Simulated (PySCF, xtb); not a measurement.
SiF2Cl, SMILES F[Si](Cl)F, multiplicity 2.

Harmonic wavenumbers (cm⁻¹) from xtb with GFN2-xTB at its own minimum, in rising order: 150, 207, 282, 523, 823, 836.

Problem. What does B3LYP-D3(BJ)/def2-SVP (PySCF) give at its own minimum? (The exact figures need the calculation; the answer reports its results.)

Solution. 205, 253, 339, 545, 865, 941. Paired by order, the mean absolute difference is 55 cm⁻¹ and the zero-point energies are 4.0 and 4.5 kcal/mol.
